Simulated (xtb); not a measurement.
C9H11, doublet, at a GFN2-xTB geometry, atoms displaced at random by about 0.02 Å a coordinate; GFN2-xTB with ALPB(toluene) run with xtb.

Here is a job for xtb.
```
$ xtb mol.xyz --gfn 2 --uhf 1 --opt --alpb toluene --json

# file mol.xyz
20

C     -0.77966532     2.70269383    -0.39907788
C     -0.41706312     1.40229684    -0.19681881
C     -1.37157299     0.37659716     0.01733858
C     -0.98048916    -0.92244545     0.23871211
C     -1.97567416    -2.02159600     0.46068643
C      0.37623967    -1.24579508     0.19535367
C      1.32217843    -0.26120904    -0.05736728
C      2.78331697    -0.65006323    -0.05469089
C      0.92542416     1.03868587    -0.21992557
H     -1.83316917     3.00667688    -0.38989921
H     -0.09898461     3.45705266    -0.56538935
H     -2.40161544     0.63171722     0.03241516
H     -1.94675911    -2.74863632    -0.27931710
H     -3.00613024    -1.61281198     0.49501791
H     -1.78121104    -2.50401255     1.42626369
H      0.69018945    -2.26987261     0.31919144
H      2.98290256    -1.45342936    -0.87549283
H      3.39441770     0.18828795    -0.28095904
H      3.05314562    -1.11240354     0.90321029
H      1.66912138     1.80848382    -0.39568956
```

**Question.** Write the output that xtb gives for this input, abridged.

**Answer.** 
```
   ID    Z sym.   atoms
    1    6 C      1-9
    2    1 H      10-20

           -------------------------------------------------
          |                Calculation Setup                |
           -------------------------------------------------

           -------------------------------------------------
          |                 G F N 2 - x T B                 |
           -------------------------------------------------

      * Solvation model:               ALPB
        Solvent                        toluene
        Parameter file                 internal GFN2-xTB/ALPB
        Dielectric constant                7.0000E+00
        Reference state                gsolv [1 M gas/solution]
        Free energy shift                  2.2081E-03 Eh       1.3856E+00 kcal/mol
        Temperature                        2.9815E+02 K
        Density                            8.6700E-01 kg/L
        Solvent mass                       7.8110E+01 g/mol
        Interaction kernel             P16
        Born radius scaling (c1)           1.7172E+00
        Born radii integrator          GBOBC
        Born offset                        0.0000E+00 a0       0.0000E+00 AA
        H-bond correction              false
        Ion screening                  false
        Surface tension                    1.0000E-05 Eh       1.5569E+01 dyn/cm
        Grid points                               230 per atom

          ...................................................
          :                      SETUP                      :
          :.................................................:
          :  # basis functions                  47          :
          :  # atomic orbitals                  47          :
          :  # shells                           29          :
          :  # electrons                        47          :
          :  max. iterations                   250          :
          :  Hamiltonian                  GFN2-xTB          :
          :  restarted?                      false          :
          :  GBSA solvation                   true          :
          :  PC potential                    false          :
          :  electronic temp.          300.0000000     K    :
          :  accuracy                    1.0000000          :
          :  -> integral cutoff          0.2500000E+02      :
          :  -> integral neglect         0.1000000E-07      :
          :  -> SCF convergence          0.1000000E-05 Eh   :
          :  -> wf. convergence          0.1000000E-03 e    :
          :  Broyden damping             0.4000000          :
          :  net charge                          0          :
          :  unpaired electrons                  1          :
          ...................................................

 iter      E             dE          RMSdq      gap      omega  full diag
   1    -25.2701981 -0.252702E+02  0.386E+00    3.09       0.0  T
   2    -25.2930039 -0.228058E-01  0.231E+00    2.90       1.0  T
   3    -25.2889054  0.409843E-02  0.928E-01    3.11       1.0  T
   4    -25.2952948 -0.638940E-02  0.284E-01    2.96       1.0  T
   5    -25.2960747 -0.779826E-03  0.830E-02    2.97       1.0  T
   6    -25.2961755 -0.100880E-03  0.366E-02    2.97       1.0  T
   7    -25.2961799 -0.441191E-05  0.181E-02    2.97       1.2  T
   8    -25.2961815 -0.157093E-05  0.668E-03    2.97       3.3  T
   9    -25.2961821 -0.604430E-06  0.861E-04    2.97      26.0  T
  10    -25.2961821 -0.269934E-08  0.507E-04    2.97      44.1  T

   *** convergence criteria satisfied after 10 iterations ***

         :::::::::::::::::::::::::::::::::::::::::::::::::::::
         ::                     SUMMARY                     ::
         :::::::::::::::::::::::::::::::::::::::::::::::::::::
         :: total energy             -24.819964998007 Eh    ::
         :: total w/o Gsasa/hb       -24.809563450745 Eh    ::
         :: gradient norm              0.107638912097 Eh/a0 ::
         :: HOMO-LUMO gap              2.970075452666 eV    ::
         ::.................................................::
         :: SCC energy               -25.296132707029 Eh    ::
         :: -> isotropic ES            0.003783967322 Eh    ::
         :: -> anisotropic ES          0.004963691587 Eh    ::
         :: -> anisotropic XC          0.016512960954 Eh    ::
         :: -> dispersion             -0.015488020411 Eh    ::
         :: -> Gsolv                  -0.010508339458 Eh    ::
         ::    -> Gelec               -0.000106792196 Eh    ::
         ::    -> Gsasa               -0.012609690401 Eh    ::
         ::    -> Ghb                  0.000000000000 Eh    ::
         ::    -> Gshift               0.002208143139 Eh    ::
         :: repulsion energy           0.476167709022 Eh    ::
         :: add. restraining           0.000000000000 Eh    ::
         :: total charge               0.000000000000 e     ::
         :::::::::::::::::::::::::::::::::::::::::::::::::::::

      -----------------------------------------------------------
     |                   =====================                   |
     |                        A N C O P T                        |
     |                   =====================                   |
     |               Approximate Normal Coordinate               |
     |                Rational Function Optimizer                |
      -----------------------------------------------------------
      -----------------------------------------------------------
     |                   =====================                   |
     |                        A N C O P T                        |
     |                   =====================                   |
     |               Approximate Normal Coordinate               |
     |                Rational Function Optimizer                |
      -----------------------------------------------------------

          ...................................................
[...]
 * total energy  :   -24.8199650 Eh     change       -0.1670269E-08 Eh
 * total energy  :   -24.8282766 Eh     change       -0.8311560E-02 Eh
 * total energy  :   -24.8290987 Eh     change       -0.8221796E-03 Eh
 * total energy  :   -24.8291236 Eh     change       -0.2485368E-04 Eh
 * total energy  :   -24.8291280 Eh     change       -0.4442654E-05 Eh
   *** GEOMETRY OPTIMIZATION CONVERGED AFTER 5 ITERATIONS ***
         :: total energy             -24.829128035779 Eh    ::
[...]
         1        2.0000           -0.6390039             -17.3882
       ...           ...                  ...                  ...
        12        2.0000           -0.4889855             -13.3060
        13        2.0000           -0.4822455             -13.1226
        14        2.0000           -0.4698041             -12.7840
        15        2.0000           -0.4694631             -12.7747
        16        2.0000           -0.4610719             -12.5464
        17        2.0000           -0.4604413             -12.5292
        18        2.0000           -0.4543962             -12.3647
        19        2.0000           -0.4390970             -11.9484
        20        2.0000           -0.4201020             -11.4316
        21        2.0000           -0.4144935             -11.2789
        22        2.0000           -0.4062252             -11.0539
        23        2.0000           -0.3869543             -10.5296
        24        1.0000           -0.3163364              -8.6080 (HOMO)
        25                         -0.2077695              -5.6537 (LUMO)
        26                         -0.1877692              -5.1095
        27                         -0.0777240              -2.1150
        28                          0.0921740               2.5082
        29                          0.1192129               3.2439
        30                          0.1243695               3.3843
        31                          0.1496479               4.0721
        32                          0.1729206               4.7054
        33                          0.1836637               4.9977
        34                          0.1991154               5.4182
        35                          0.2087747               5.6811
       ...                                ...                  ...
        47                          0.6735662              18.3287
      -------------------------------------------------------------
                  HL-Gap            0.1085669 Eh            2.9543 eV
             Fermi-level           -0.3068492 Eh           -8.3498 eV

     #   Z          covCN         q      C6AA      α(0)
     1   6 C        2.851    -0.100    30.509     9.053
     2   6 C        2.959     0.022    27.523     8.605
     3   6 C        2.928    -0.051    29.258     8.871
     4   6 C        2.957     0.016    27.645     8.624
     5   6 C        3.758    -0.109    22.636     6.783
     6   6 C        2.931    -0.050    29.247     8.869
     7   6 C        2.957     0.016    27.644     8.624
     8   6 C        3.758    -0.109    22.635     6.783
     9   6 C        2.928    -0.051    29.258     8.871
    10   1 H        0.926     0.033     2.538     2.491
    11   1 H        0.926     0.033     2.538     2.491
    12   1 H        0.926     0.028     2.608     2.525
    13   1 H        0.925     0.045     2.379     2.412
    14   1 H        0.925     0.040     2.450     2.448
    15   1 H        0.925     0.045     2.380     2.413
    16   1 H        0.926     0.030     2.579     2.512
    17   1 H        0.925     0.045     2.381     2.413
    18   1 H        0.925     0.040     2.451     2.448
    19   1 H        0.925     0.045     2.379     2.412
    20   1 H        0.926     0.028     2.608     2.525

 Mol. C6AA /au·bohr⁶  :       4133.404492
 Mol. C8AA /au·bohr⁸  :      97874.329658
 Mol. α(0) /au        :        102.172591

Wiberg/Mayer (AO) data.
largest (>0.10) Wiberg bond orders for each atom

 ---------------------------------------------------------------------------
     #   Z sym  total        # sym  WBO       # sym  WBO       # sym  WBO
 ---------------------------------------------------------------------------
     1   6 C    3.731 --     2 C    1.464    11 H    0.981    10 H    0.981
     2   6 C    3.991 --     1 C    1.464     3 C    1.223     9 C    1.223
     3   6 C    3.967 --     4 C    1.493     2 C    1.223    12 H    0.968
     4   6 C    3.989 --     3 C    1.493     6 C    1.357     5 C    1.022
     5   6 C    3.996 --     4 C    1.022    14 H    0.986    15 H    0.974
                            13 H    0.973
     6   6 C    3.957 --     4 C    1.357     7 C    1.357    16 H    0.970
     7   6 C    3.989 --     9 C    1.493     6 C    1.357     8 C    1.022
     8   6 C    3.996 --     7 C    1.022    18 H    0.986    17 H    0.974
                            19 H    0.974
     9   6 C    3.967 --     7 C    1.493     2 C    1.223    20 H    0.968
    10   1 H    0.998 --     1 C    0.981
    11   1 H    0.998 --     1 C    0.981
    12   1 H    0.999 --     3 C    0.968
    13   1 H    0.997 --     5 C    0.973
    14   1 H    0.998 --     5 C    0.986
    15   1 H    0.997 --     5 C    0.974
    16   1 H    0.999 --     6 C    0.970
    17   1 H    0.997 --     8 C    0.974
    18   1 H    0.998 --     8 C    0.986
    19   1 H    0.997 --     8 C    0.974
    20   1 H    0.999 --     9 C    0.968
 ---------------------------------------------------------------------------

Topologies differ in total number of bonds
Writing topology from bond orders to xtbtopo.mol

molecular dipole:
                 x           y           z       tot (Debye)
 q only:        0.095      -0.320       0.047
   full:        0.099      -0.335       0.049       0.897
molecular quadrupole (traceless):
                xx          xy          yy          xz          yz          zz
 q only:        1.966       0.552       0.054      -0.354      -0.400      -2.020
  q+dip:        3.424       0.151       2.435      -0.641      -1.445      -5.859
   full:        2.378       0.393       0.859      -0.429      -0.735      -3.236

optimized geometry written to: xtbopt.xyz

           -------------------------------------------------
          | TOTAL ENERGY              -24.829128035779 Eh   |
          | GRADIENT NORM               0.000748111879 Eh/α |
          | HOMO-LUMO GAP               2.954256711598 eV   |
           -------------------------------------------------
```
